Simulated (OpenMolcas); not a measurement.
**Ge3+: effect of the basis set**

```json
{
  "Program": "OpenMolcas 26.06",
  "Method": "CASSCF",
  "Active space": "1 electron in 4 orbitals (4s 4p)",
  "State averaging": "2S+1 = 2 even, 1 root; 2S+1 = 2 odd, 3 roots",
  "Spin-orbit coupling": "RASSI with atomic mean-field integrals over the reference wave functions, term energies averaged over their components"
}
```

A. ANO-RCC-VDZP [5s4p2d], DKH2, point nucleus; cost roughly 6 core-seconds
B. ANO-R1 [5s4p3d1f], X2C, finite nucleus; cost of the order of 4 core-seconds
C. ANO-RCC-VTZP [6s5p3d1f], DKH2, point nucleus; cost about 6 core-seconds
D. ANO-RCC-VQZP [7s6p4d2f1g], DKH2, point nucleus; cost of the order of 7 core-seconds
E. ANO-R2 [6s5p4d3f1g], X2C, finite nucleus; cost of the order of 5 core-seconds
F. ANO-R3 [7s6p5d4f2g], X2C, finite nucleus; cost about 11 core-seconds

Energies in cm-1 above 4s 2S 1/2, the measured ground level; measured values from Sugar and Musgrove, J. Phys. Chem. Ref. Data 22, 1213 (1993).

```
     Level      A      B      C      D      E      F  Measured
 4s 2S 1/2    0.0    0.0    0.0    0.0    0.0    0.0       0.0
4p 2P* 1/2  80062  76469  79108  79359  78304  79413     81311
4p 2P* 3/2  82878  79154  81430  81685  80620  81727     84102
```

Deviations, from unrounded energies. A percentage is the sum of absolute deviations over the sum of measured energies, with the sign that they share, or ± where signs differ.

| Against measurement | Levels | A | B | C | D | E | F |
| --- | --- | --- | --- | --- | --- | --- | --- |
| mean absolute deviation (cm-1) | 2 | 1200 | 4900 | 2400 | 2200 | 3200 | 2100 |
| other configurations (%) | 2 | -1.5 | -5.9 | -2.9 | -2.6 | -3.9 | -2.6 |

A lies closest to measurement on these levels and B furthest from it. The largest miss of A in the table is 4p 2P* 1/2, by -1200 cm-1. The ranking rests on the paired levels alone, and a cruder setting can come out closer through cancelling errors.

Among A to F the level of the table that moves most is 4p 2P* 3/2, by 3700 cm-1 (lowest in B, highest in A).

With one active electron the reference holds no correlation, so core polarisation is missing. The basis is small and was not contracted for so high a charge (holds for A; B). Computed and measured levels are paired by configuration, term and J; levels that our copy of the source lacks, or whose pairing is in doubt (as where it misses far off the trend of its configuration), stay unpaired and out of the deviations. Only configurations of the active space appear.

* marks odd parity.
